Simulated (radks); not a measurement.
The numbers below are computed, except where a source is named.
Species: the tin ion Sn23+. Configuration: [Ar] 3d9 (the NIST ground configuration). Level of theory: Dirac Kohn-Sham, LB94 model potential, spin-unpolarised, spherical densities, finite nucleus; open shells fill j = l - 1/2 first; Fermi nuclear charge, rms radius 4.6519 fm (a radial shooting solver on a logarithmic mesh with Libxc functionals). Some entries of the table are withheld. Estimate them.

| orbital | occ. | eigenvalue (eV) | <r^2> (bohr^2) | r(max) (bohr) |
|---|---|---|---|---|
| 1s1/2 | 2 | -29908.56 | 0.001139 | 0.01877 |
| 2s1/2 | 2 | -5167.048 | 0.01833 | 0.1060 |
| 2p1/2 | 2 | -4886.242 | (1) | 0.08152 |
| 2p3/2 | 4 | -4651.866 | (2) | 0.08607 |
| 3s1/2 | 2 | -1558.750 | 0.1260 | (3) |
| 3p1/2 | 2 | -1444.390 | 0.1197 | 0.2897 |
| 3p3/2 | 4 | -1399.505 | 0.1273 | 0.2997 |
| 3d3/2 | 4 | (4) | 0.1054 | (5) |
| 3d5/2 | 5 | (6) | 0.1075 | (7) |

Answer. 
(1) 2p1/2 <r^2> (bohr^2): 0.01359
(2) 2p3/2 <r^2> (bohr^2): 0.01488
(3) 3s1/2 r(max) (bohr): 0.3042
(4) 3d3/2 eigenvalue (eV): -1200.224
(5) 3d3/2 r(max) (bohr): 0.2420
(6) 3d5/2 eigenvalue (eV): -1190.562
(7) 3d5/2 r(max) (bohr): 0.2449
